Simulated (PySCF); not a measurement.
**Computed properties of Si(F)4(OH2)2 (F₄H₄O₂Si), SMILES O->[Si](<-O)(F)(F)(F)F**

Si(F)4(OH2)2 (F4H4O2Si), SMILES O->[Si](<-O)(F)(F)(F)F (connectivity only; charge and spin as stated), neutral, multiplicity 1. Coordinates come from a PBE0-D3(BJ)/def2-SVP optimisation. One conformer was computed; it need not be the lowest. All values are computed for the isolated molecule unless a solvent is named; none is compared with measurement here.

**Structure.** The optimised structure has C2 symmetry. All 27 harmonic modes at PBE0-D3(BJ)/def2-SVP (PySCF) are real, so it is a minimum.

**Vibrations.** The strongest infrared lines (harmonic, unscaled, degenerate partners summed) lie at 3901 cm⁻¹ (353 km/mol, H 93 %), 667 cm⁻¹ (352 km/mol, H 62 %, F 25 %, O 13 %), 855 cm⁻¹ (312 km/mol, F 55 %, Si 42 %). The softest mode is at 60 cm⁻¹ and the zero-point energy is 40.8 kcal/mol.

**Electronic structure.** HF/def2-TZVP (PySCF) places the frontier levels at -15.70 and 2.81 eV, a gap of 18.51 eV, and gives a dipole moment of 4.80 D and a mean polarisability of 30.8 bohr³. PBE/def2-TZVP (PySCF) at the same geometry gives -8.25 and -1.01 eV, so its gap is 11.27 eV narrower. An orbital gap is neither the optical nor the fundamental gap.

**Excitations.** TDDFT-M06-2X/def2-SVPD (PySCF) has S1 at 9.41 eV (132 nm, f = 0.023, weak); the most intense of the 10 singlets computed lies at 9.54 eV (f = 0.09). T1 (TDA) is at 9.10 eV. TDDFT-PBE/def2-SVPD (PySCF) puts S1 at 7.12 eV. No vertical singlet excitation falls in the visible range (under 3.1 eV).

**NMR.** GIAO shifts at PBE0/pcSseg-1 (PySCF) (non-relativistic, atoms alike by connectivity averaged): ¹H at 3.6 ppm against TMS; ²⁹Si at -156.1 ppm against TMS; ¹⁹F at -156.8 ppm against CFCl3.
